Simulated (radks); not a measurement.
All-electron atom: Yb I in [Xe] 4f14 6s2 (the NIST ground configuration). All-electron calculation, scalar-relativistic Kohn-Sham, LDA (Slater exchange, VWN5 correlation), spin-polarised, spherical densities, finite nucleus; Fermi nuclear charge, rms radius 5.3108 fm. Program: a radial shooting solver on a logarithmic mesh with Libxc functionals. Some entries of the table are withheld. Estimate them.

orbital  occ.  eigenvalue (hartree)  <r> (bohr)
1s          2                   (1)     0.01968
2s          2             -380.9444     0.08340
2p          6             -335.9501     0.07417
3s          2             -85.84475      0.2170
3p          6             -72.27588      0.2164
3d         10             -55.70206      0.1962
4s          2             -16.86520      0.4882
4p          6             -12.40738      0.5185
4d         10              -6.53386      0.5603
5s          2              -2.02457       1.208
5p          6              -1.01412       1.452
6s          2              -0.14985         (2)
4f         14              -0.11961      0.7911

Answer. 
(1) 1s eigenvalue (hartree): -2248.077
(2) 6s <r> (bohr): 3.871
